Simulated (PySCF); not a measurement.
Computed shifts of a molecule C2H11NSi2, KT2/pcSseg-1 in PySCF, GIAO, gas phase, equivalent atoms averaged, in ppm (number of nuclei): ²⁹Si: -17.9 (1), -41.2 (1). ¹⁵N: 13.6 (1). ¹³C: 37.2 (1), -1.4 (1). ¹H: 5.20 (2), 5.10 (3), 2.95 (3), 0.47 (3). References: ²⁹Si against TMS (σ = 361.9 ppm); ¹⁵N against NH3 (σ = 266.2 ppm); ¹³C against TMS (σ = 185.1 ppm); ¹H against TMS (σ = 31.47 ppm), references at their B3LYP-D3(BJ)/def2-TZVP geometries, non-relativistic. Coordinates come from a PBE0-D3(BJ)/def2-SVP optimisation. The values are those of a single conformer.

Task: Which molecule gave these data?
A. CCN([SiH3])[SiH3]
B. C[SiH2]N(C)[SiH3]
C. C[C@H](N)[SiH2][SiH3]
D. C[Si](C)(N)[SiH3]

Result: B, C[SiH2]N(C)[SiH3]
